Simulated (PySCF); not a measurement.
Mg(NH2)(SMe) (CH5MgNS), SMILES C[S][Mg][NH2]. Atoms are numbered in the order given.

```xyz
9

Mg    -0.4363     0.3552     0.8377
N     -1.5763     1.4212     1.9002
H     -1.3510     2.3212     2.3168
H     -2.5265     1.1964     2.1849
S      0.9488    -0.9351    -0.4604
C      0.5725    -0.3432    -2.1543
H     -0.4775    -0.5187    -2.4309
H      1.2044    -0.9120    -2.8509
H      0.8057     0.7241    -2.2821
```
Charge 0, spin multiplicity 1.

Geometry optimised at ωB97X-D3(BJ)/def2-SVP. Other conformers were not sampled.

Method: B3LYP/pcJ-1 run with PySCF.

Isotropic couplings with Fermi-contact, spin-dipole and both spin-orbit terms, one fixed conformer, no vibrational averaging. Isotopes: 13C, 14N, 1H.

```
pair   bonds apart  J (Hz)
-----  -----------  ------
N2–H3            1    50.7
N2–H4            1    50.7
C6–H7            1   145.6
C6–H8            1   148.5
C6–H9            1   145.6
H3–H4            2    -9.7
H7–H8            2       ?
H7–H9            2       ?
H8–H9            2       ?
N2–H8            4       ?
```

### Question
Complete the blanks. (The exact figures need the calculation; the answer reports its results.)

### Answer

- H7–H8, J (Hz): -13.6
- H7–H9, J (Hz): -10.1
- H8–H9, J (Hz): -13.7
- N2–H8, J (Hz): 0.4
